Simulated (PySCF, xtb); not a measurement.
Se(SH)(GeH3) (GeH4SSe), SMILES S[Se][GeH3].

xtb with GFN2-xTB at its own geometry gives an orbital gap of 3.30 eV and a dipole moment of 2.10 D.

Geometry: PBE-D3(BJ)/def2-SVP. This is a generated structure with no PubChem entry under its InChIKey; it may be hypothetical. The values are those of a single conformer.

Task: What does PBE0/def2-TZVPD (PySCF) give? (The exact figures need the calculation; the answer reports its results.)

Result: gap 5.32 eV (levels -7.08 and -1.75 eV), dipole 1.41 D.
